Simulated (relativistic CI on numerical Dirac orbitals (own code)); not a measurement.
# Electric-dipole transitions in Sc III

Calculated at this level of theory: Dirac-Coulomb-Breit CI, KLI orbitals optimised for each configuration, model QED (radiative potential, 1s self-energy scaled to tabulated hydrogen-like ionisation energies), valence Slater integrals scaled by 0.85, P86 correlation energy added to each configuration (own radial code, finite nucleus).

Configurations in the expansion (outside the closed core [Ne] 3s2): 3p6.3d, 3p6.4s, 3p6.4p, 3p6.5s, 3p6.4d, 3p6.5p, 3p6.4f, 3p6.5d, 3p6.6s, 3p6.6p, 3p5.3d2, 3p6.5f, 3p6.5g, 3p6.6d. Levels of other configurations are missing.

```csv
λ vac (Å),Lower,Upper,A (s⁻¹),E lower (eV),E upper (eV)
622.22,3p6.3d 2D_3/2 [1],3p6.5f 2F°_5/2 [18],8.02e+08,0.0000,19.9260
622.85,3p6.3d 2D_5/2 [2],3p6.5f 2F°_7/2 [19],8.64e+08,0.0202,19.9261
622.85,3p6.3d 2D_5/2 [2],3p6.5f 2F°_5/2 [18],5.74e+07,0.0202,19.9260
722.46,3p6.3d 2D_3/2 [1],3p6.4f 2F°_5/2 [11],1.25e+09,0.0000,17.1614
723.31,3p6.3d 2D_5/2 [2],3p6.4f 2F°_7/2 [12],1.34e+09,0.0202,17.1614
723.31,3p6.3d 2D_5/2 [2],3p6.4f 2F°_5/2 [11],8.93e+07,0.0202,17.1614
783.97,3p6.4s 2S_1/2 [3],3p6.6p 2P°_3/2 [17],6.61e+06,3.4227,19.2376
784.44,3p6.4s 2S_1/2 [3],3p6.6p 2P°_1/2 [16],8.59e+06,3.4227,19.2282
977.52,3p6.4p 2P°_1/2 [4],3p6.6d 2D_3/2 [22],5.36e+07,7.8281,20.5116
981.57,3p6.4p 2P°_3/2 [5],3p6.6d 2D_5/2 [23],6.29e+07,7.8816,20.5128
981.67,3p6.4p 2P°_3/2 [5],3p6.6d 2D_3/2 [22],1.04e+07,7.8816,20.5116
1170.1,3p6.4p 2P°_1/2 [4],3p6.6s 2S_1/2 [15],1.17e+08,7.8281,18.4243
1176.0,3p6.4p 2P°_3/2 [5],3p6.6s 2S_1/2 [15],2.33e+08,7.8816,18.4243
1179.3,3p6.4p 2P°_1/2 [4],3p6.5d 2D_3/2 [13],1.66e+08,7.8281,18.3417
1185.0,3p6.4p 2P°_3/2 [5],3p6.5d 2D_5/2 [14],1.93e+08,7.8816,18.3441
1185.3,3p6.4p 2P°_3/2 [5],3p6.5d 2D_3/2 [13],3.20e+07,7.8816,18.3417
1573.1,3p6.3d 2D_3/2 [1],3p6.4p 2P°_3/2 [5],4.79e+07,0.0000,7.8816
1577.1,3p6.3d 2D_5/2 [2],3p6.4p 2P°_3/2 [5],4.30e+08,0.0202,7.8816
1583.8,3p6.3d 2D_3/2 [1],3p6.4p 2P°_1/2 [4],4.74e+08,0.0000,7.8281
2465.7,3p6.5s 2S_1/2 [8],3p6.6p 2P°_3/2 [17],3.35e+05,14.2093,19.2376
2470.3,3p6.5s 2S_1/2 [8],3p6.6p 2P°_1/2 [16],5.68e+05,14.2093,19.2282
4853.8,3p6.5p 2P°_1/2 [9],3p6.6s 2S_1/2 [15],7.62e+07,15.8699,18.4243
4891.5,3p6.5p 2P°_3/2 [10],3p6.6s 2S_1/2 [15],1.52e+08,15.8896,18.4243
7378.6,3p6.5s 2S_1/2 [8],3p6.5p 2P°_3/2 [10],6.09e+07,14.2093,15.8896
7466.2,3p6.5s 2S_1/2 [8],3p6.5p 2P°_1/2 [9],5.89e+07,14.2093,15.8699
```

Terms are leading LS components. Brackets give the number of a level in order of energy, since labels repeat. The list gives strong lines, with weight on those to low levels, without lines whose two gauges differ by over a factor of 2.5, among the lowest 23 of 68 levels, so that lines to higher ones, which can be the strongest, are missing, and without lines across small gaps between configurations, and without 43 lines that miss the measured interval by over 3.5 %, start from a term whose rates miss tabulated ones by over 60 %, have gauges far apart or, lacking measured levels, span too small a gap for the errors found; lines with a level outside our table were not tested and can miss by more. Levels whose partners in the same complex of configurations lie outside the list can be far off, and so can their lines. Rates are taken at the computed energies, electric ones in the length gauge.

For a near-neutral ion this model can misplace configurations by up to about 10,000 cm⁻¹ (more where the count of f electrons changes) and terms by 10 to 25 % of their spread. Rates follow the energies as ν³ (E1, M1) or ν⁵ (E2), so they and the lifetimes can be off by large factors. The fine structure of a lone outer electron comes out too small, for d and f at times inverted, and misplaced configurations move strength between like terms. 8 of the 8 excited levels that our extract of the measured tables holds in this range could be paired (the sources list more); they are missed by 500 cm⁻¹ on average and 2067 at most, and levels without a partner can miss by more.
